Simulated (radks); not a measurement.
Q: The mean radii <r> (bohr) of the occupied orbitals of an atom or ion are listed with their occupations. All-electron calculation, scalar-relativistic Kohn-Sham, PBE, spin-unpolarised, spherical densities, point nucleus. Program: a radial shooting solver on a logarithmic mesh with Libxc functionals.

| orbital | occ. | <r> |
|---|---|---|
| 1s | 2 | 0.05847 |
| 2s | 2 | 0.2661 |
| 2p | 6 | 0.2347 |
| 3s | 2 | 0.7355 |
| 3p | 5 | 0.7435 |

Name the element and its charge.

A: Z = 26, iron, charge +9: Fe9+ in [Ne] 3s2 3p5. The 1s radius gives Z: for a bare nucleus <r> = (2 gamma + 1)/(2Z) with gamma = sqrt(1 - (Z/c)^2), 0.05699 bohr for Z = 26, and screening makes it slightly larger (0.05847 here). The occupations add up to 17, and the charge is Z minus that.
